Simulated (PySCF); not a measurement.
Cu, charge +1, singlet. Base run: PBE/cc-pVTZ run with PySCF.

PySCF was given this input:
```python
from pyscf import gto, scf, dft

mol = gto.M(
    atom='''
Cu    0.00000000    0.00000000    0.00000000
''',
    basis='cc-pvtz',
    charge=1,
    verbose=4,
)

mf = dft.RKS(mol)
mf.xc = 'pbe'
mf.kernel()
```

The base run was repeated with changes; each row names its change, and settings that it needs were set with it.

```tsv
change	E (Eh)	HOMO (eV)	HOMO-LUMO gap (eV)
base	-1639.98964	-13.69	2.13
functional = hse06	-1640.00418	-15.52	4.93
functional = camb3lyp	-1640.34592	-17.64	8.31
functional = tpssh	(withheld)	(withheld)	(withheld)
functional = m06	-1640.19857	-16.10	6.25
functional = o3lyp	-1640.58193	-14.72	3.88
functional = mn12l	(withheld)	(withheld)	(withheld)
functional = pbe0; dispersion = d3bj	-1640.00140	-15.92	5.77
functional = pbe0; dispersion = d3zero	-1640.00140	-15.92	5.77
functional = revpbe	(withheld)	(withheld)	(withheld)
functional = pw91,pw91	(withheld)	(withheld)	(withheld)
functional = bhandhlyp	-1640.19922	-18.29	9.08
functional = pbe0	-1640.00140	-15.92	5.77
```

Question: What belongs in the gaps?

Answer: 
- functional = tpssh, E (Eh): -1640.24681
- functional = tpssh, HOMO (eV): -14.39
- functional = tpssh, HOMO-LUMO gap (eV): 3.75
- functional = mn12l, E (Eh): -1639.81286
- functional = mn12l, HOMO (eV): -13.04
- functional = mn12l, HOMO-LUMO gap (eV): 2.87
- functional = revpbe, E (Eh): -1640.14189
- functional = revpbe, HOMO (eV): -13.56
- functional = revpbe, HOMO-LUMO gap (eV): 2.15
- functional = pw91,pw91, E (Eh): -1640.38985
- functional = pw91,pw91, HOMO (eV): -13.77
- functional = pw91,pw91, HOMO-LUMO gap (eV): 2.16

Totals shift with the method and basis; they matter in differences.
